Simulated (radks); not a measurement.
Q: The mean radii <r> (bohr) of the occupied orbitals of an atom or ion are listed with their occupations. All-electron calculation, scalar-relativistic Kohn-Sham, PBEsol, spin-unpolarised, spherical densities, finite nucleus; Fermi nuclear charge, rms radius of each element as measured or else 0.836 A^(1/3) + 0.57 fm. Program: a radial shooting solver on a logarithmic mesh with Libxc functionals.

| orbital | occ. | <r> |
|---|---|---|
| 1s | 2 | 0.09656 |
| 2s | 2 | 0.4311 |
| 2p | 2 | 0.3795 |

Name the element and its charge.

A: Z = 16, sulfur, charge +10: S10+ in [He] 2s2 2p2. The 1s radius gives Z: for a bare nucleus <r> = (2 gamma + 1)/(2Z) with gamma = sqrt(1 - (Z/c)^2), 0.09332 bohr for Z = 16, and screening makes it slightly larger (0.09656 here). The occupations add up to 6, and the charge is Z minus that.
